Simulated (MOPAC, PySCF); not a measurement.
Cl$_{4}$Sn, SMILES `[Cl][Sn]([Cl])([Cl])[Cl]`, neutral singlet in the gas phase. 

Z-matrix (Å, degrees):
```
Sn
Cl 1 2.3090
Cl 1 2.3090 2 109.47
Cl 1 2.3090 2 109.47 3 -120.00
Cl 1 2.3090 2 109.47 3 120.00
```
Charge 0, multiplicity 1.

All levels are single points at this geometry (B3LYP-D3(BJ)/def2-TZVP); Pople sets use spherical d functions. Orbital energies aren't observables, and empty levels follow the basis.

```json
[
 {"level": "TPSSh-D3(BJ)/def2-TZVP in PySCF", "HOMO (eV)": "-9.01", "LUMO (eV)": "-3.87", "gap (eV)": "5.15", "dipole (D)": "0.00", "vertical IE, Delta-SCF (eV)": "–"},
 {"level": "B3LYP/6-31G* (LANL2DZ on Sn) in PySCF", "HOMO (eV)": "-9.62", "LUMO (eV)": "-3.87", "gap (eV)": "5.76", "dipole (D)": "0.00", "vertical IE, Delta-SCF (eV)": "11.66"},
 {"level": "SVWN5/6-31G* (LANL2DZ on Sn) in PySCF", "HOMO (eV)": "-8.59", "LUMO (eV)": "-4.62", "gap (eV)": "3.97", "dipole (D)": "0.00", "vertical IE, Delta-SCF (eV)": "–"},
 {"level": "AM1 in MOPAC", "HOMO (eV)": "-12.46", "LUMO (eV)": "-3.71", "gap (eV)": "8.75", "dipole (D)": "0.00", "vertical IE, Delta-SCF (eV)": "–"},
 {"level": "PM6 in MOPAC", "HOMO (eV)": "-12.25", "LUMO (eV)": "-3.13", "gap (eV)": "9.12", "dipole (D)": "0.00", "vertical IE, Delta-SCF (eV)": "–"},
 {"level": "PM7 in MOPAC", "HOMO (eV)": "-11.96", "LUMO (eV)": "-2.24", "gap (eV)": "9.72", "dipole (D)": "0.00", "vertical IE, Delta-SCF (eV)": "–"}
]
```
